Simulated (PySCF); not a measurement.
Species: C₂H₉FGa₂O₂.
SMILES with atom numbers: `[CH3:1][O+:2]1[GaH2-:3][O+:4]([CH2:5][F:6])[GaH2-:7]1` (hydrogens: H8, H9, H10 on C1; H11, H12 on Ga3; H13, H14 on C5; H15, H16 on Ga7)

Cartesian coordinates in Å at the PBE0-D3(BJ)/def2-SVP level; atoms count from 1:
```xyz
16
C2H9FGa2O2 angstrom
C     -2.5513   -0.5660    0.2574
O     -1.1781   -0.2818    0.2694
Ga     0.2979   -1.5242    0.4312
O      1.2284    0.1866    0.1715
C      2.5484    0.5496    0.1059
F      2.6039    1.9058   -0.0578
Ga    -0.2854    1.4525    0.0557
H     -2.9231   -0.7965    1.2711
H     -3.1186    0.2978   -0.1260
H     -2.7698   -1.4247   -0.4003
H      0.4149   -2.3937   -0.8673
H      0.4841   -1.9900    1.9154
H      3.0509    0.0839   -0.7626
H      3.0824    0.3000    1.0419
H     -0.4968    1.9352   -1.4171
H     -0.4108    2.2609    1.3887
```

Method: TDDFT wB97X-D/def2-SVPD, vertical, gas phase, core orbitals frozen in the response in PySCF. The wB97X-D/def2-SVPD calculation is non-relativistic and has no spin–orbit coupling, an omission that weighs most on gallium.

Kohn–Sham orbitals with the atoms that hold most of them (Löwdin shares over 4%, at most four atoms; ? is withheld):

| orbital | ε (eV) | atoms |
| --- | --- | --- |
| LUMO+2 | 1.91 | Ga3 38%, Ga7 34% |
| LUMO+1 | 1.54 | Ga3 44%, Ga7 24% |
| LUMO | ? | ? |
| HOMO | -9.54 | ? |
| HOMO-1 | -10.35 | Ga3 22%, Ga7 18%, H12 15%, H11 14% |
| HOMO-2 | -10.49 | O4 30%, O2 29%, C5 9%, C1 8% |
| HOMO-3 | -10.91 | O2 33%, Ga7 12%, Ga3 11%, C1 8% |

(1) Give the leading atoms of the LUMO.

(2) Which atoms hold the HOMO, and with what shares?

(3) What is the LUMO energy, and the HOMO–LUMO gap?

## Answers

(1) Ga3 (bonded to 2 O and 2 H) 28%; Ga7 (bonded to 2 O and 2 H) 13%; O2 (bonded to C and 2 Ga) 9%; C1 (bonded to O and 3 H) 8%. By element: gallium 42%, oxygen 9% or more, carbon 8% or more.

(2) O2 (bonded to C and 2 Ga) 17%; Ga7 (bonded to 2 O and 2 H) 16%; H16 (bonded to Ga) 12%; H15 (bonded to Ga) 11%. By element: hydrogen 23% or more, oxygen 17% or more, gallium 16% or more.

(3) ε(LUMO) = 1.13 eV; the gap is 10.67 eV (0.3920 hartree).

Task: How does S1 compare with the orbital gap of 10.67 eV?

Result: S1 is at 6.30 eV (f = 0.0000), 4.37 eV below the gap, made of HOMO→LUMO (82%). 

Task: Give energy, strength and leading configuration of S1 and S3, and follow the Löwdin shares of the leading atoms from the occupied to the empty orbital.

Result: 
- S1 (6.30 eV, f 0.0000), HOMO→LUMO (82%): O2 17% → 9%, Ga7 16% → 13%, Ga3 at most 12% → 28%
- S3 (7.18 eV, f 0.0095), HOMO-2→LUMO (70%): O4 30% → at most 8%, O2 29% → 9%, Ga3 at most 8% → 28%, Ga7 at most 8% → 13%

One conformer stands for the species.
